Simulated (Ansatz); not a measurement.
Geometry optimisation, UKS PBE0/def2-SVP (Ansatz).

Input file:

```yaml
crystal:
  periodic: [false, false, false]
  atoms:
    - { symbol: Zn, position_ang: [0.072351, -2.059176, -0.802022] }
    - { symbol: F, position_ang: [0.330535, -2.041341, 0.953974] }
    - { symbol: O, position_ang: [-0.071606, -2.272868, -2.547135] }
    - { symbol: H, position_ang: [-0.577816, -0.091517, 1.270001] }
    - { symbol: O, position_ang: [-0.771819, 0.627707, 0.65225] }
    - { symbol: C, position_ang: [0.191543, 1.627136, 0.83392] }
    - { symbol: H, position_ang: [-0.548166, -1.557901, -2.982115] }
    - { symbol: H, position_ang: [0.107239, 2.111613, 1.824403] }
    - { symbol: H, position_ang: [1.225938, 1.249794, 0.725272] }
    - { symbol: H, position_ang: [0.041701, 2.406455, 0.071552] }
magnetization:
  spin_polarized: true
basis:
  gaussian: { orbitals: def2-SVP }
hamiltonian:
  xc: pbe0
relax:
  f_tol: 0.03
  max_steps: 50
```

Command:

```bash
$ ansatz run input.yaml --threads 4 --pin off --max-ram 5120MiB --backend cpu --events-out ev --progress --plain --runs-dir out
```

**Question.** Where does it end, and by what steps?

**Answer.** It converged. After 10 steps the energy has fallen by 0.435 eV; H10 moved furthest, 0.57 Å. Joined: Zn1–O5 (3.17 → 2.16 Å).

```
step  energy less start (eV)  largest force component (eV/Å)  accepted
   0                  0.0000                           0.565       yes
   1                 -0.1587                           0.429       yes
   2                 -0.3011                           0.556       yes
   3                 -0.3618                           0.901       yes
   4                 -0.4015                           0.622       yes
   5                 -0.3886                           0.362        no
   6                 -0.4282                           0.093       yes
   7                 -0.4323                           0.105       yes
   8                 -0.4340                           0.061       yes
   9                 -0.4348                           0.033       yes
  10                 -0.4349                           0.019       yes
```

```xyz
10
Properties=species:S:1:pos:R:3
Zn -0.095 -1.614 -0.528
F 0.150 -2.093 1.200
O -0.105 -1.805 -2.301
H -0.273 -0.382 1.322
O -0.505 0.205 0.566
C 0.193 1.428 0.622
H -0.482 -1.045 -2.755
H -0.147 2.038 1.475
H 1.285 1.285 0.701
H -0.020 1.984 -0.302
```

Whether the end is a true minimum wasn't checked by a vibrational analysis.

Time of the run: 57 s on 4 threads of Arm Neoverse N1, with other jobs on the host, peak memory 0.38 GiB.
